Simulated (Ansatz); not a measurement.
chrysene (C18H12), SMILES c1ccc2c(c1)ccc1c3ccccc3ccc21.

Geometry optimised at B3LYP-D3(BJ)/def2-SVP.

Level of theory: B3LYP-D3(BJ)/def2-SVP (Ansatz, a quantum-chemistry and plane-wave program).

Each state was relaxed at this level (stationary points, no frequency check), unrestricted for open shells, gas phase, no zero-point terms. λ is the four-point inner reorganisation energy.

```tsv
quantity	at the neutral's geometry (eV)	adiabatic (eV)	at the other state's geometry (eV)	relaxation of that state (meV)	relaxation of the neutral (meV)	λ (meV)
ionisation energy	7.26	7.18	7.10	78	81	159
T1 energy	2.90	2.53	2.10	367	432	799
```
